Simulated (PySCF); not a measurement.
Polarisability and C₆ of Xe⁺ (xenon, charge +1)

[Kr] 4d10 5s2 5p4 6s1, high-spin 4P determinant (an excited configuration). Computed with PySCF 2.14 in aug-cc-pVQZ-PP with ECP28MDF (7s7p5d3f2g, 92 functions), with scalar relativity through the core potential. Coupled (time-dependent) response in atomic units; α is the mean over directions.

```csv
method,mean α (bohr³),"α xx, yy, zz",C₆ (like pair),S(−4)
B97-3,158.1,"183.0, 108.3, 182.9",1862,20320
```

S(−4) is the Cauchy moment in α(ω) = α(0) + S(−4) ω² + …

Spin-orbit coupling is absent.

α(iu) at B97-3:

| u (hartree) | α(iu) (bohr³) |
| --- | --- |
| 0 | 158.1 |
| 0.0500 | 120.5 |
| 0.100 | 73.50 |
| 0.200 | 34.38 |
| 0.300 | 21.90 |
| 0.500 | 12.73 |
| 0.750 | 8.002 |
| 1.00 | 5.534 |
| 1.50 | 3.138 |
| 2.00 | 2.060 |
| 3.00 | 1.127 |
| 5.00 | 0.5106 |

For an ion, C₆ is the dispersion term alone; charge-induced terms of lower order in 1/R come first.

The components differ because the open shell of this determinant is not spherical; for a pure term their mean is the scalar polarisability.

Energies and moments cover only the electrons outside the core potential. The outer electron is Rydberg-like, and this basis confines it to a smaller radius and binds it less than a complete one would.
